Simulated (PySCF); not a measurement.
C5H6F2OSi.
SMILES with atom numbers: `[F:1][CH:2]([F:3])[c:4]1[cH:5][o:6][c:7]([SiH3:8])[cH:9]1`

Structure used (GFN2-xTB), in Å, numbered top down from 1:
```
atom  x, y, z in Å
F1    -3.0640    0.7705   -1.2187
C2    -2.5755    0.3758   -0.0107
F3    -3.3558   -0.6702    0.3726
C4    -1.1444   -0.0180   -0.1047
C5    -0.6214   -1.0565   -0.8266
O6     0.7003   -1.1055   -0.6767
C7     1.0735   -0.0955    0.1459
Si8    2.9022    0.0563    0.5432
C9    -0.0387    0.6046    0.5259
H10   -2.7440    1.1985    0.7009
H11   -1.0912   -1.7896   -1.4529
H12    3.6494   -0.0830   -0.7053
H13    3.1031    1.3705    1.1506
H14    3.2684   -1.0084    1.4784
H15   -0.0663    1.4584    1.1713
```

Definitions: NICS(0) = −σiso at the ring centroid; NICS(1) = −σiso and NICS(1)zz = −σzz at ±1 Å along the ring normal z. Level: GIAO PBE0/pcSseg-1 (PySCF, non-relativistic, gas phase) on the GFN2-xTB geometry, one conformer.

Ring bond lengths (Å), with Mayer bond orders in brackets: C4–C5 1.369 (1.54), C5–O6 1.331 (1.12), O6–C7 1.355 (1.02), C7–C9 1.368 (1.55), C9–C4 1.417 (1.26).

**Question.** What do the NICS probes read (ppm)?

**Answer.** 
```json
{"ring": "C4–C5–O6–C7–C9", "type": "5-membered ring with O; formal bonds all aromatic", "NICS(0)": "-11.7", "NICS(1), two faces": "-10.7 / -10.7", "NICS(1)zz, two faces": "-26.9 / -26.9", "rms pucker (Å)": "0.00", "centre to ring atoms, mean (Å)": "1.16"}
```

**Question.** What can be read from them?

**Answer.** 
- C4–C5–O6–C7–C9: mean NICS(1)zz -26.9 ppm, shielded, aromatic by this magnetic criterion (flat ring, no four-coordinate atom).

**Question.** What does the geometric index give? HOMA = 1 − mean of α(R − Ropt)² over the ring bonds, with Krygowski's 1993 parameters (CC: Ropt 1.388 Å, α 257.7 Å⁻²; CO: Ropt 1.265 Å, α 157.38 Å⁻²).

**Answer.** 
- C4–C5–O6–C7–C9: HOMA 0.52; the largest term is that of O6–C7, α(R − Ropt)² = 1.28.

**Question.** At the first NICS(1) probe listed for ring C4–C5–O6–C7–C9, 1 Å off the ring, how large is the induced field along the normal in 1 T applied along it?

**Answer.** NICSzz × B0 = -26.9 ppm × 1 T = -27 μT, against the applied field.
